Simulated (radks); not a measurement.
Valence configurations of Re II (all share [Xe]). All-electron calculation, scalar-relativistic Kohn-Sham, r2SCAN, spin-polarised, spherical densities, finite nucleus; open shells are filled with parallel spins first (spin-orbit coupling, left out, can overturn this in heavy ions); meta-GGA in the generalised Kohn-Sham scheme; Fermi nuclear charge, rms radius 5.3698 fm. Program: a radial shooting solver on a logarithmic mesh with Libxc functionals. Energies are relative to 4f14 5d5 6s1; eigenvalues in eV for spin up.

valence               E (eV)  moment (Bohr magnetons)    e(4f)    e(5d)   e(6p)    e(6s)
4f14 5d5 6s1           0.000                        6  -50.279  -14.537       -  -13.956
4f14 5d4 6s2           4.243                        4  -53.682  -16.398       -  -14.577
4f13 5d6 6s1          43.746                        6  -60.928  -15.740       -  -14.160
4f14 5d5 6p1           6.581                        6  -51.832  -15.825  -8.172        -
4f14 5d4.5 6s1.5       2.334                        5  -52.009  -15.506       -  -14.342
4f14 5d5.5 6s0.5       2.108                        5  -48.937  -13.424       -  -13.128
4f13.5 5d5 6s1 6p0.5  22.669                        7  -57.807  -17.000  -8.245  -15.237
4f14 5d6               3.840                        4  -47.639  -12.313       -        -
4f13.5 5d5 6s1.5      21.219                        6  -57.176  -16.356       -  -14.540
4f12 5d7 6p1          101.55                        6  -73.507  -18.215  -8.261        -

NIST lists [Xe] 4f14 5d5 6s1 as the ground configuration; this level of theory agrees among the configurations tried. The energies are those of spherical high-spin densities, not of single terms.
